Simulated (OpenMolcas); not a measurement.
AsBr at 2.315 Å: OpenMolcas input and output

Input (each module block was a call of its own in one work directory; start orbitals came from a preliminary run):

```
&GATEWAY
Coord
2
angstrom
Br 0.0 0.0 0.0
As 0.0 0.0 2.3150
Basis=ANO-RCC-VTZP
Group=XY
RX2C
AMFI
ANGMom
0.0 0.0 0.0
RICD
&SEWARD
&GUESSORB
* RASSCF and CASPT2 blocks for each multiplicity and irrep, as for the first:
&RASSCF
FileOrb=$CurrDir/o31.orb
Symmetry=1
Spin=3
nActEl=8 0 0
Inactive=18 12
RAS2=2 4
CIRoot=5 5 1
Linear
Iterations=120 100
OrbListing=Nothing
PRWF=0.15
>>COPY $Project.RasOrb $CurrDir/o31.orb
>>COPY $Project.rasscf.h5 $CurrDir/r31.h5
&CASPT2
XMultistate=all
Imaginary=0.2
IPEA=0.25
MaxIter=40
>>COPY $Project.JobMix JOB001
&RASSI
Nr of JobIphs=5 5 7 6 2 2
1 2 3 4 5
1 2 3 4 5 6 7
1 2 3 4 5 6
1 2
1 2
SpinOrbit
EJob
Omega
MEES
MESO
Properties=4
'AngMom' 3 'Mltpl  1' 1 'Mltpl  1' 2 'Mltpl  1' 3
Thrs=1.0d-4
>>COPY $Project.rassi.h5 $CurrDir/so.h5
```

```bash
pymolcas m.inp
```

C2 symmetry about the axis (a holds Σ, Δ, Γ; b holds Π, Φ, H; Σ⁺ and Σ⁻ are not told apart); roots by multiplicity and irrep: 3a 5, 1a 7, 3b 6, 1b 2, 5b 2.

RASSI part of the output, in excerpt:

```
SPIN-FREE ENERGIES:
  (Shifted by EMIN (a.u.) =      -4863.7772054151)
 SF State       Relative EMIN(au)   Rel lowest level(eV)    D:o, cm**(-1)      Abs_M
     1             0.0000000000        0.0000000000              0.0000         0.0
     6             0.0333938614        0.9086932605           7329.1054         2.0
     7             0.0337445657        0.9182364113           7406.0761         2.0
     8             0.0614340533        1.6717057525          13483.2162         0.0
    13             0.1149920393        3.1290927964          25237.8354         1.0
    14             0.1149920430        3.1290928977          25237.8363         1.0
    19             0.1429501994        3.8898730905          31373.9423         1.0
    20             0.1429502016        3.8898731487          31373.9428         1.0
     9             0.1692565914        4.6057064830          37147.5280         0.0
    15             0.1743351315        4.7439006000          38262.1387         1.0
    16             0.1743351329        4.7439006387          38262.1390         1.0
     2             0.1782359336        4.8500468325          39118.2658         2.0
     3             0.1785314111        4.8580871837          39183.1156         2.0
     4             0.1817013949        4.9443468373          39878.8467         0.0
     5             0.1845069271        5.0206892570          40494.5898         0.0
    10             0.1946569863        5.2968864386          42722.2703         2.0
    11             0.1946738320        5.2973448334          42725.9675         2.0
    21             0.2000424734        5.4434330089          43904.2481         1.0
    22             0.2000424772        5.4434331135          43904.2489         1.0
    12             0.2087159836        5.6794512459          45807.8636         0.0
    18             0.2286456910        6.2217662121          50181.9288         1.0
    17             0.2286456910        6.2217662121          50181.9288         1.0
++ Dipole transition strengths (spin-free states):
     for osc. strength at least  1.00000000E-05
      From   To        Osc. strength     Einstein coefficients Ax, Ay, Az (sec-1)    Total A (sec-1)
         1   13       4.78350021E-04  4.02773196E+03  1.99204334E+05  0.00000000E+00  2.03232066E+05
         1   14       4.78350205E-04  1.99204422E+05  4.02773516E+03  0.00000000E+00  2.03232157E+05
         1   15       1.04161027E-02  9.19899619E+06  9.72526267E+05  0.00000000E+00  1.01715225E+07
         1   16       1.04161029E-02  9.72526241E+05  9.19899659E+06  0.00000000E+00  1.01715228E+07
         1    5       5.75767959E-02  0.00000000E+00  0.00000000E+00  6.29772550E+07  6.29772550E+07
         1   18       3.82211346E-04  6.38844220E+05  3.16386911E+03  0.00000000E+00  6.42008090E+05
         1   17       3.82211377E-04  3.16387038E+03  6.38844271E+05  0.00000000E+00  6.42008141E+05
         6   19       2.97779573E-05  1.86788330E+02  1.12968842E+04  0.00000000E+00  1.14836726E+04
         6   20       2.97779581E-05  1.12968850E+04  1.86788344E+02  0.00000000E+00  1.14836733E+04
         6   10       5.32198792E-03  0.00000000E+00  0.00000000E+00  4.44687487E+06  4.44687487E+06
         6   11       6.25604103E-02  0.00000000E+00  0.00000000E+00  5.22843053E+07  5.22843053E+07
         7   19       2.94929142E-05  1.11184281E+04  1.82618294E+02  0.00000000E+00  1.13010464E+04
         7   20       2.94929147E-05  1.82618305E+02  1.11184287E+04  0.00000000E+00  1.13010470E+04
         7   10       6.28568450E-02  0.00000000E+00  0.00000000E+00  5.22928843E+07  5.22928843E+07
         7   11       5.36722238E-03  0.00000000E+00  0.00000000E+00  4.46612151E+06  4.46612151E+06
         8   12       8.23087269E-02  0.00000000E+00  0.00000000E+00  5.73661498E+07  5.73661498E+07
        13   15       1.64041473E-05  0.00000000E+00  0.00000000E+00  1.85611503E+03  1.85611503E+03
        13   16       6.51482074E-05  0.00000000E+00  0.00000000E+00  7.37146350E+03  7.37146350E+03
        13    5       6.31931764E-05  1.93716733E+02  9.61781291E+03  0.00000000E+00  9.81152964E+03
        13   18       3.66493021E-05  0.00000000E+00  0.00000000E+00  1.52104962E+04  1.52104962E+04
        13   17       9.66712600E-03  0.00000000E+00  0.00000000E+00  4.01213050E+06  4.01213050E+06
        14   15       6.51481311E-05  0.00000000E+00  0.00000000E+00  7.37145358E+03  7.37145358E+03
        14   16       1.64041232E-05  0.00000000E+00  0.00000000E+00  1.85611216E+03  1.85611216E+03
        14    5       6.31931855E-05  9.61781323E+03  1.93716780E+02  0.00000000E+00  9.81153001E+03
        14   18       9.66712627E-03  0.00000000E+00  0.00000000E+00  4.01213035E+06  4.01213035E+06
        14   17       3.66493004E-05  0.00000000E+00  0.00000000E+00  1.52104944E+04  1.52104944E+04
        19   10       3.47595156E-05  2.91464532E+03  7.12852096E+01  0.00000000E+00  2.98593053E+03
        19   11       3.47013384E-05  7.19766738E+01  2.91089894E+03  0.00000000E+00  2.98287561E+03
        19   12       3.96097358E-05  6.77533884E+01  5.43668272E+03  0.00000000E+00  5.50443611E+03
        20   10       3.47595127E-05  7.12851773E+01  2.91464486E+03  0.00000000E+00  2.98593004E+03
        20   11       3.47013333E-05  2.91089828E+03  7.19766537E+01  0.00000000E+00  2.98287493E+03
        20   12       3.96097393E-05  5.43668287E+03  6.77533616E+01  0.00000000E+00  5.50443623E+03
        15    4       1.34316420E-05  2.23516114E+00  2.11820124E+01  0.00000000E+00  2.34171735E+01
        15    5       4.00619137E-05  1.20486119E+02  1.26935150E+01  0.00000000E+00  1.33179634E+02
        16    4       1.34316329E-05  2.11819875E+01  2.23516113E+00  0.00000000E+00  2.34171487E+01
        16    5       4.00619105E-05  1.26935078E+01  1.20486078E+02  0.00000000E+00  1.33179586E+02
 Electric-quadrupole - electric-quadrupole not included
 Electric-dipole - electric-octupole not included
 Electric-dipole - magnetic-quadrupole not included
   Eigenvalues of complex Hamiltonian:
  (Shifted by EMIN (a.u.) =      -4863.7772054151)
 SO State       Relative EMIN(au)   Rel lowest level(eV)    D:o, cm**(-1)      Omega
     1            -0.0008257930        0.0000000000              0.0000         0.0
     2            -0.0002250957        0.0163458055            131.8378         1.0
     3            -0.0002250957        0.0163458055            131.8378         1.0
     4             0.0332183799        0.9263891373           7471.8323         2.0
     5             0.0335681115        0.9359058190           7548.5895         2.0
     6             0.0617182919        1.7019112520          13726.8400         0.0
     7             0.1114734789        3.0558188634          24646.8413         0.0
     8             0.1114907827        3.0562897236          24650.6391         0.0
     9             0.1145277153        3.1389288699          25317.1687         1.0
    10             0.1145277190        3.1389289707          25317.1695         1.0
    11             0.1183955128        3.2441770002          26166.0521         2.0
    12             0.1183956163        3.2441798156          26166.0748         2.0
    13             0.1432866366        3.9214989836          31629.0224         1.0
    14             0.1432866387        3.9214990417          31629.0228         1.0
    15             0.1648777069        4.5090219368          36367.7145         0.0
    16             0.1693042308        4.6294737900          37339.2243         2.0
    17             0.1693552784        4.6308628651          37350.4279         2.0
    18             0.1702161442        4.6542882178          37539.3661         3.0
    19             0.1702161442        4.6542882176          37539.3661         3.0
    20             0.1718543626        4.6988664105          37898.9135         1.0
    21             0.1718543637        4.6988664409          37898.9137         1.0
    22             0.1745075401        4.7710630489          38481.2186         0.0
    23             0.1758069413        4.8064215565          38766.4042         0.0
    24             0.1794356730        4.9051643759          39562.8188         2.0
    25             0.1796738923        4.9116466540          39615.1019         2.0
    26             0.1805543176        4.9356042465          39808.3329         1.0
    27             0.1805543177        4.9356042502          39808.3329         1.0
    28             0.1839667739        5.0284619136          40557.2805         0.0
    29             0.1859014388        5.0811068277          40981.8904         1.0
    30             0.1859014390        5.0811068329          40981.8904         1.0
    31             0.1882850687        5.1459687004          41505.0367         1.0
    32             0.1882850688        5.1459687033          41505.0367         1.0
    33             0.1883855395        5.1487026515          41527.0875         0.0
    34             0.1951269389        5.3321454744          43006.6536         3.0
    35             0.1951269389        5.3321454744          43006.6536         3.0
    36             0.1955356551        5.3432672085          43096.3564         2.0
    37             0.1955485760        5.3436188045          43099.1923         2.0
    38             0.1972286147        5.3893349860          43467.9181         2.0
    39             0.1972319030        5.3894244640          43468.6398         2.0
    40             0.1995045969        5.4512676172          43967.4385         1.0
    41             0.1995046006        5.4512677172          43967.4393         1.0
    42             0.2021068699        5.5220790707          44538.5714         0.0
    43             0.2022275303        5.5253624078          44565.0533         0.0
    44             0.2054940171        5.6142480430          45281.9643         1.0
    45             0.2054940171        5.6142480430          45281.9643         1.0
    46             0.2109926136        5.7638724751          46488.7667         0.0
    47             0.2269370964        6.1977439554          49988.1762         0.0
    48             0.2270227991        6.2000760457          50006.9858         0.0
    49             0.2295000107        6.2674844070          50550.6709         1.0
    50             0.2295000108        6.2674844099          50550.6709         1.0
    51             0.2316665702        6.3264394944          51026.1757         2.0
    52             0.2316667135        6.3264433930          51026.2072         2.0
 Weights of the five most important spin-orbit-free states for each spin-orbit state.
 SO State  Total energy (au)           Spin-free states, spin, and weights
    1        -0.000826       1 1.0  0.9897    8 0.0  0.0092   21 2.0  0.0003   22 2.0  0.0003   15 1.0  0.0002
    2        -0.000225       1 1.0  0.9989   22 2.0  0.0004   21 2.0  0.0003   16 1.0  0.0002   17 1.0  0.0001
    3        -0.000225       1 1.0  0.9989   21 2.0  0.0004   22 2.0  0.0003   15 1.0  0.0002   18 1.0  0.0001
    4         0.033218       6 0.0  0.9988   15 1.0  0.0005   16 1.0  0.0005    2 1.0  0.0001   17 1.0  0.0001
    5         0.033568       7 0.0  0.9988   15 1.0  0.0005   16 1.0  0.0005    3 1.0  0.0001   17 1.0  0.0001
    6         0.061718       8 0.0  0.9877    1 1.0  0.0090   16 1.0  0.0008   15 1.0  0.0008   14 1.0  0.0006
    7         0.111473      13 1.0  0.4997   14 1.0  0.4997   22 2.0  0.0002   21 2.0  0.0002    4 1.0  0.0000
    8         0.111491      13 1.0  0.4988   14 1.0  0.4988    8 0.0  0.0012   12 0.0  0.0003    5 1.0  0.0002
    9         0.114528      13 1.0  0.9856   19 0.0  0.0135   22 2.0  0.0007    5 1.0  0.0001    2 1.0  0.0000
   10         0.114528      14 1.0  0.9856   20 0.0  0.0135   21 2.0  0.0007    5 1.0  0.0001    2 1.0  0.0000
   11         0.118396      14 1.0  0.4995   13 1.0  0.4995   21 2.0  0.0003   22 2.0  0.0003   11 0.0  0.0001
   12         0.118396      14 1.0  0.4995   13 1.0  0.4995   21 2.0  0.0003   22 2.0  0.0003   10 0.0  0.0001
   13         0.143287      19 0.0  0.9852   13 1.0  0.0135   16 1.0  0.0005    4 1.0  0.0004   17 1.0  0.0002
   14         0.143287      20 0.0  0.9852   14 1.0  0.0135   15 1.0  0.0005    4 1.0  0.0004   18 1.0  0.0002
   15         0.164878       9 0.0  0.8166    4 1.0  0.1473   15 1.0  0.0162   16 1.0  0.0162   18 1.0  0.0015
   16         0.169304      15 1.0  0.4095   16 1.0  0.4095    2 1.0  0.1720   11 0.0  0.0079    6 0.0  0.0006
   17         0.169355      15 1.0  0.4133   16 1.0  0.4133    3 1.0  0.1642   10 0.0  0.0082    7 0.0  0.0006
   18         0.170216       2 1.0  0.5091    3 1.0  0.4802   21 2.0  0.0052   22 2.0  0.0051   16 1.0  0.0003
   19         0.170216       2 1.0  0.5091    3 1.0  0.4802   22 2.0  0.0052   21 2.0  0.0051   15 1.0  0.0003
   20         0.171854      15 1.0  0.8375    4 1.0  0.0668    3 1.0  0.0429    2 1.0  0.0300    5 1.0  0.0212
   21         0.171854      16 1.0  0.8375    4 1.0  0.0668    3 1.0  0.0429    2 1.0  0.0300    5 1.0  0.0212
   22         0.174508      16 1.0  0.3760   15 1.0  0.3760    4 1.0  0.2458    9 0.0  0.0015   22 2.0  0.0002
   23         0.175807      16 1.0  0.4141   15 1.0  0.4141    5 1.0  0.1697    8 0.0  0.0007    1 1.0  0.0004
   24         0.179436       2 1.0  0.7959   16 1.0  0.0756   15 1.0  0.0756   11 0.0  0.0426   21 2.0  0.0045
   25         0.179674       3 1.0  0.8026   16 1.0  0.0718   15 1.0  0.0718   10 0.0  0.0432   21 2.0  0.0046
   26         0.180554       4 1.0  0.6808    5 1.0  0.2902   15 1.0  0.0138    3 1.0  0.0041    2 1.0  0.0039
   27         0.180554       4 1.0  0.6808    5 1.0  0.2902   16 1.0  0.0138    3 1.0  0.0041    2 1.0  0.0039
   28         0.183967       5 1.0  0.7560   12 0.0  0.0829   16 1.0  0.0798   15 1.0  0.0798    8 0.0  0.0011
   29         0.185901       5 1.0  0.4958    3 1.0  0.1787    2 1.0  0.1723    4 1.0  0.1486   15 1.0  0.0021
   30         0.185901       5 1.0  0.4958    3 1.0  0.1787    2 1.0  0.1723
```

Only roots inside an energy window near the equilibrium distance were included, so the list of states is not complete; labels number the states computed. Each spin and symmetry block has orbitals of its own, averaged over its own roots, so gaps between blocks are less sure than gaps within one and near the minimum can be off by tenths of an eV, in bad cases by more. No Rydberg orbitals are active, so Rydberg states, and σ→σ* states whose orbital the CASSCF left unused, can be missing between those listed. CASPT2 splits the two components of degenerate states numerically, here by up to 77 cm⁻¹. No roots were computed in block 5a (none fell in the window or the block failed), so states of that kind are missing and can lie low or lowest.
